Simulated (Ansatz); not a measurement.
B$_{2}$FH$_{3}$O$_{2}$, SMILES `OBB(O)F`. Total charge 0; spin multiplicity 1.

Cartesian coordinates in Å:
```
O -0.507 0.419 1.349
B -0.796 0.231 0.036
B 0.530 -0.336 -0.907
O 1.748 -0.564 -0.364
F 0.424 -0.578 -2.212
H -1.246 0.735 1.877
H -1.909 0.464 -0.357
H 1.756 -0.370 0.578
```

Question: List the harmonic frequencies (cm⁻¹, unscaled) at PBE0-D4/def2-TZVP in Ansatz. (An estimate is asked.)

Answer: Ansatz gave: 71, 147, 377, 405, 504, 639, 693, 716, 913, 980, 1015, 1182, 1277, 1411, 1419, 2574, 3860, 3873.

Question: Is this a minimum?

Answer: Yes, all 18 modes are real.

Question: Give the ideal-gas thermochemistry at 298.15 K and 1 bar (rigid rotor, harmonic oscillator; point group Cs, symmetry number 1).

Answer: Zero-point energy 131.9 kJ/mol; H(298) − E = 149.3 kJ/mol; entropy 316.3 J/(mol·K), of which translation 162.8, rotation 107.9, vibration 45.6; G(298) − E = 55.0 kJ/mol. Modes under 100 cm⁻¹ are hindered rotations or soft bends, so the harmonic entropy is rough.

Question: And at 400, 500, 600, 800 and 1000 K?

Answer: 
| T (K) | H − E (kJ/mol) | S (J/mol/K) | G − E (kJ/mol) |
| --- | --- | --- | --- |
| 400 | 158.9 | 343.9 | 21.3 |
| 500 | 169.8 | 368.2 | -14.3 |
| 600 | 181.8 | 390.1 | -52.2 |
| 800 | 208.3 | 428.1 | -134.2 |
| 1000 | 237.0 | 460.1 | -223.1 |
